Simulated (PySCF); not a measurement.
## Radial density of Al (aluminium, neutral)

B3LYP, [Ne] 3s1 3p2, 3s spin antiparallel (an excited configuration). Computed with PySCF 2.14 in aug-cc-pVTZ-DK (6s5p3d2f, 50 functions), with scalar relativity by spin-free X2C-1e.

```json
{"r (bohr)": "0.00168", "4πr²ρ (e/bohr)": "0.05567", "4πr²(ρα − ρβ)": "-0.0001"}
{"r (bohr)": "0.00283", "4πr²ρ (e/bohr)": "0.1467", "4πr²(ρα − ρβ)": "-0.0003"}
{"r (bohr)": "0.00475", "4πr²ρ (e/bohr)": "0.3822", "4πr²(ρα − ρβ)": "-0.0008"}
{"r (bohr)": "0.00800", "4πr²ρ (e/bohr)": "0.9689", "4πr²(ρα − ρβ)": "-0.0021"}
{"r (bohr)": "0.0135", "4πr²ρ (e/bohr)": "2.333", "4πr²(ρα − ρβ)": "-0.0051"}
{"r (bohr)": "0.0226", "4πr²ρ (e/bohr)": "5.128", "4πr²(ρα − ρβ)": "-0.0110"}
{"r (bohr)": "0.0381", "4πr²ρ (e/bohr)": "9.647", "4πr²(ρα − ρβ)": "-0.0195"}
{"r (bohr)": "0.0640", "4πr²ρ (e/bohr)": "13.98", "4πr²(ρα − ρβ)": "-0.0221"}
{"r (bohr)": "0.108", "4πr²ρ (e/bohr)": "13.49", "4πr²(ρα − ρβ)": "0.0021"}
{"r (bohr)": "0.181", "4πr²ρ (e/bohr)": "8.976", "4πr²(ρα − ρβ)": "0.0480"}
{"r (bohr)": "0.305", "4πr²ρ (e/bohr)": "10.33", "4πr²(ρα − ρβ)": "0.0361"}
{"r (bohr)": "0.512", "4πr²ρ (e/bohr)": "12.34", "4πr²(ρα − ρβ)": "-0.0077"}
{"r (bohr)": "0.862", "4πr²ρ (e/bohr)": "5.340", "4πr²(ρα − ρβ)": "-0.0063"}
{"r (bohr)": "1.45", "4πr²ρ (e/bohr)": "1.125", "4πr²(ρα − ρβ)": "-0.0624"}
{"r (bohr)": "2.44", "4πr²ρ (e/bohr)": "1.075", "4πr²(ρα − ρβ)": "0.2260"}
{"r (bohr)": "4.10", "4πr²ρ (e/bohr)": "0.4424", "4πr²(ρα − ρβ)": "0.2750"}
{"r (bohr)": "6.90", "4πr²ρ (e/bohr)": "0.04942", "4πr²(ρα − ρβ)": "0.0455"}
{"r (bohr)": "11.6", "4πr²ρ (e/bohr)": "0.0002406", "4πr²(ρα − ρβ)": "0.0002"}
```

Densities and radii are taken from the X2C orbitals without a picture-change correction, which distorts them close to the nucleus.

With the s spin flipped the determinant is a mixture of two multiplicities, not a spectroscopic state.
